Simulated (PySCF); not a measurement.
## Exercise with solution: dipole moment from atomic charges

Si(F)(H)2(NCO) (CH2FNOSi), SMILES O=C=N[SiH2]F. Atoms are numbered in the order given.

```xyz
7

Si    -0.4810    -1.1670     0.0000
F      0.9578    -1.9132     0.0000
N     -0.2201     0.5238     0.0000
C      0.0195     1.7005     0.0000
O      0.2424     2.8480     0.0000
H     -1.2009    -1.5488    -1.2351
H     -1.2009    -1.5488     1.2351
```

Geometry optimised at B3LYP-D3(BJ)/def2-SVP. One conformer was computed; it need not be the lowest.

Charges (e) from PBE0/def2-TZVP run with PySCF:

```json
[
 {"atom": "Si1", "Mulliken": "0.529", "IAO": "1.240"},
 {"atom": "F2", "Mulliken": "-0.315", "IAO": "-0.538"},
 {"atom": "N3", "Mulliken": "-0.256", "IAO": "-0.608"},
 {"atom": "C4", "Mulliken": "0.302", "IAO": "0.560"},
 {"atom": "O5", "Mulliken": "-0.219", "IAO": "-0.360"},
 {"atom": "H6", "Mulliken": "-0.020", "IAO": "-0.148"},
 {"atom": "H7", "Mulliken": "-0.020", "IAO": "-0.148"}
]
```

The dipole moment of the full density is 1.88 D.

**Question.** What dipole moment does each set of point charges give, and which comes closer to that of the density?

**Answer.** 
μ = Σ q r, and 1 e Å = 4.8032 D.
Mulliken: Σ q r = (-0.499, -0.197, 0.000) e Å, |μ| = 2.58 D.
IAO: Σ q r = (-0.699, -0.351, 0.000) e Å, |μ| = 3.76 D.
Mulliken comes closer in size. Point charges leave out the atoms' own dipoles (lone pairs, polarised bonds); fits to the potential absorb them, partitions of the density don't.
